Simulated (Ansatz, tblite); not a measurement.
Cost and result up the ladder for GaH2Et (C2H7Ga) (10 atoms). Total charge 0; singlet. Geometry: PBE0-D4/def2-SVP.

Cartesian coordinates in Å:
```
Ga -1.569 -0.077 0.590
H -2.687 -0.447 -0.460
H -1.831 -0.382 2.115
C 0.154 0.688 -0.016
C 1.145 -0.395 -0.454
H 0.589 1.291 0.797
H -0.042 1.377 -0.855
H 2.099 0.038 -0.797
H 1.389 -1.090 0.367
H 0.753 -1.003 -1.287
```

Ansatz on 4 threads of Arm Neoverse V2 on a shared host; xTB runs through tblite on one thread. Times are rough, summed over both states, and most runs start from the orbitals of an earlier one. PBE0-D4/def2-TZVP serves as the yardstick here, not as an exact answer. The other state is a triplet.

The xTB rows come from tblite.

Run but left out: PBE-D4/def2-TZVP (triplet: an occupied level 0.01 eV above an empty one).

xTB has no spin-polarisation term.

| level | functions | wall time | vertical triplet (eV) | difference from PBE0-D4/def2-TZVP (eV) |
| --- | --- | --- | --- | --- |
| GFN2-xTB | 24 | 0.005 s | 5.19 | 0.88 |
| GFN1-xTB | 31 | 0.007 s | 6.34 | 2.03 |
| PBE0-D4/def2-TZVP (with forces) | 152 | 5.9 s | 4.31 | 0.00 |
| r2SCAN-D4/def2-TZVP | 152 | 7.1 s | 4.06 | -0.25 |
